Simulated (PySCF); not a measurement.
Problem. Write Cartesian coordinates for tri-n-butylborane (`CCCCB(CCCC)CCCC`) as optimised with PBE0-D3(BJ)/def2-SVP.

Solution. 
```
atom  x, y, z in Å
C1    -3.688   -3.711    0.259
C2    -3.591   -2.445   -0.577
C3    -2.289   -1.681   -0.378
C4    -2.193   -0.390   -1.180
B5    -0.862    0.454   -1.133
C6    -0.924    1.979   -1.533
C7    -1.133    2.799   -0.249
C8    -1.180    4.304   -0.482
C9    -1.393    5.105    0.792
C10    0.474   -0.211   -0.628
C11    1.784    0.553   -0.789
C12    3.018   -0.171   -0.255
C13    3.027   -0.361    1.254
H14   -3.613   -3.485    1.335
H15   -2.874   -4.413    0.016
H16   -4.640   -4.237    0.095
H17   -3.700   -2.696   -1.647
H18   -4.440   -1.778   -0.343
H19   -2.167   -1.456    0.698
H20   -1.443   -2.344   -0.631
H21   -2.307   -0.616   -2.264
H22   -3.059    0.265   -0.967
H23    0.004    2.323   -2.021
H24   -1.758    2.190   -2.225
H25   -2.069    2.483    0.247
H26   -0.327    2.576    0.475
H27   -0.241    4.619   -0.969
H28   -1.982    4.531   -1.206
H29   -0.594    4.911    1.525
H30   -2.349    4.844    1.274
H31   -1.407    6.188    0.595
H32    0.284   -0.440    0.441
H33    0.558   -1.218   -1.081
H34    1.940    0.780   -1.858
H35    1.702    1.536   -0.291
H36    3.920    0.391   -0.554
H37    3.101   -1.154   -0.751
H38    2.972    0.607    1.778
H39    2.174   -0.968    1.596
H40    3.943   -0.869    1.591
```

Any rigid rotation of these coordinates is as good. Atoms count from 1 in this order. All 3 B–C bonds measure 1.576 to 1.578 Å. Of the pairs four or more bonds apart, H32···H39 is among the closest relative to their van der Waals radii: 2.28 Å, 95 % of the sum of Bondi's values. B5 (three-coordinate boron) is planar (angles 121.5°, 120.0° and 118.5°, sum 359.9°, 0.02 Å off the plane of its three neighbours).

Bonds between heavy atoms (Å): C1–C2 1.520, C2–C3 1.523, C3–C4 1.523, C4–B5 1.576, B5–C6 1.578, C6–C7 1.537, C7–C8 1.524, C8–C9 1.520, B5–C10 1.576, C10–C11 1.524, C11–C12 1.527, C12–C13 1.521.

Theory: PBE0-D3(BJ)/def2-SVP geometry optimisation, gas phase (PySCF).

Point group: C1 (no symmetry element, even within 0.4 Å). No frequency check. One conformer, not necessarily the lowest (C1–C2–C3–C4 -178°, C2–C3–C4–B5 -176°, C3–C4–B5–C6 -159°, C4–B5–C6–C7 93°, B5–C6–C7–C8 179°).
